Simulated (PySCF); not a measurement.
**MgHg: from constants to spectrum**

CAM-B3LYP constants of MgHg, ¹Σ⁺ (singlet), closed shell (PySCF, scalar-relativistic core potentials, basis sets Mg cc-pVDZ, Hg cc-pVDZ-PP with ECP60; masses 23.9850 and 201.9706 u):

| Quantity | Value |
| --- | --- |
| ωe | 25.1 cm⁻¹ |
| ωexe | 1.39 cm⁻¹ |
| Be | 0.049183 cm⁻¹ |
| αe | 0.00250 cm⁻¹ |
| D (centrifugal) | 7.58e-07 cm⁻¹ |
| De to Mg + Hg | 0.011 eV |

Problem. Give the vibrational terms G(v) and spacings up to v = 2.

Solution. G(v) = ωe(v+½) − ωexe(v+½)².

```tsv
v	G(v) (cm⁻¹)	G(v) − G(v−1)	Bv (cm⁻¹)
0	12.2		0.04793
1	34.5	22.3	0.04543
2	54.1	19.5	0.04293
```

Problem. How well does the Morse estimate ωe²/(4ωexe) reproduce De, and what is D0?

Solution. It gives 0.014 eV, 128 % of the computed De. D0 = De − G(0) = 0.011 − 0.002 = 0.009 eV.

Closed-shell solutions of metal pairs were not tested for spin polarisation, which can lower them a little. The bond is weak. Basis-set superposition, not corrected here, can be much of De in a small basis, most of all at correlated wavefunction levels. Functionals without a dispersion term scatter widely for such bonds, and LDA overbinds them. Spin–orbit coupling is left out.
